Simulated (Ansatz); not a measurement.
`C#[C][Al]([CH3])[NH]C`, charge 0, multiplicity 1.

(1) Give a relaxed structure at PBE0-D4/def2-TZVP (the Gaussian-basis code of Ansatz). (Best estimate.)

Results:

(1) Ansatz gave: 
Cartesian coordinates in Å:
```
C 2.797 -1.720 1.426
C 1.911 -1.078 0.909
Al 0.538 -0.038 0.075
C 0.928 1.556 -0.964
N -1.104 -0.638 0.326
C -2.364 -0.111 -0.149
H 3.577 -2.288 1.883
H 1.391 2.324 -0.336
H 0.040 1.995 -1.424
H 1.643 1.334 -1.762
H -1.228 -1.473 0.880
H -3.036 0.170 0.671
H -2.192 0.789 -0.745
H -2.901 -0.822 -0.789
```
Point group Cs.
This is one stationary point; other conformers may exist.
